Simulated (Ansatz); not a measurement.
`Cl[SiH2][GeH2][Cl]` → `[Cl][GeH]` + `[SiH3]Cl` at 298.15 K and 1 bar (germylene formation by 1,1-elimination).

Program: Ansatz. Geometries: PBE0-D4/def2-TZVP. ΔE: electronic, gas phase. CBS: MP2 limit from def2 TZ/QZ plus the TZ coupled-cluster correction, frozen cores. This one scheme is used for every species. For Ge outer-core shells are correlated without core-valence functions, which leaves a few kJ/mol of doubt a bond. Scalar relativity is left out up to krypton. One conformer a species, not always the lowest.

| species | CCSD(T)/CBS energy (Eh) | H − E (kJ/mol) | S (J/(mol·K)) |
| --- | --- | --- | --- |
| `Cl[SiH2][GeH2][Cl]` | -3287.23796 | 116.1 | 371.2 |
| `[Cl][GeH]` | -2536.49422 | 29.1 | 264.4 |
| `[SiH3]Cl` | -750.69636 | 80.1 | 250.8 |

H − E and S are ideal-gas, rigid-rotor, harmonic terms from PBE0-D4/def2-TZVP, for one conformer and one mirror image of each species. 1 Eh = 2625.50 kJ/mol, R = 8.31446 J/(mol·K).

Q: By hand: ΔE, ΔH, ΔS and ΔG.

A: ΔE = (-2536.49422) + (-750.69636) − (-3287.23796) = 0.04738 Eh = 124.4 kJ/mol. Δ(H − E) = 29.1 + 80.1 − 116.1 = -6.9, so ΔH = 117.5 kJ/mol. ΔS = 264.4 + 250.8 − 371.2 = 144.0 J/(mol·K). ΔG = 117.5 − 298.15 × (144.0)/1000 = 74.6 kJ/mol.

Q: By hand: the equilibrium constant, and the temperature at which ΔG would vanish if ΔH and ΔS stayed fixed.

A: log₁₀ K = −ΔG/(RT ln 10) = -13.1. ΔG = 0 at ΔH/ΔS = 816 K.

The number of gas molecules changes by +1, which sets the sign of ΔS. A doubt of 5 kJ/mol in ΔE shifts log₁₀ K by 0.9 here. Other conformers and mirror images would add mixing entropy, several J/(mol·K) or more a flexible species. Modes under 60 cm⁻¹, often nearly free rotors, make the harmonic entropy too high. These are equilibria of isolated gas molecules and say nothing of rates. Largest T1 diagnostic: 0.013 (customary marks: 0.02 for closed shells, 0.045 for open ones).
